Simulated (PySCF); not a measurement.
# Basis and Hamiltonian dependence of the excitation energy of Al⁺

Al⁺ [Ne] 3s2 (1S) → Al⁺ [Ne] 3s1 3d1, s spin flipped. All values are computed (PySCF 2.14, energy differences of UHF-based or UKS calculations, no spin-orbit coupling). Values in eV.

```json
{"basis": "def2-TZVPPD", "Hamiltonian": "non-relativistic", "functions": "48", "UHF": "11.198", "PBE": "11.318", "PBE0": "11.403", "MP2 (valence)": "11.635"}
{"basis": "aug-cc-pVTZ-DK", "Hamiltonian": "spin-free X2C", "functions": "50", "UHF": "11.280", "PBE": "11.447", "PBE0": "11.524", "MP2 (valence)": "11.708"}
{"basis": "aug-cc-pV(T+d)Z", "Hamiltonian": "non-relativistic", "functions": "55", "UHF": "11.198", "PBE": "11.312", "PBE0": "11.400", "MP2 (valence)": "11.614"}
{"basis": "def2-QZVPPD", "Hamiltonian": "non-relativistic", "functions": "76", "UHF": "11.183", "PBE": "11.305", "PBE0": "11.391", "MP2 (valence)": "11.626"}
```

Frozen in the all-electron rows: valence: [Ne].

In the upper determinant the s electron has its spin opposite to the other open shell, which mixes two multiplicities.
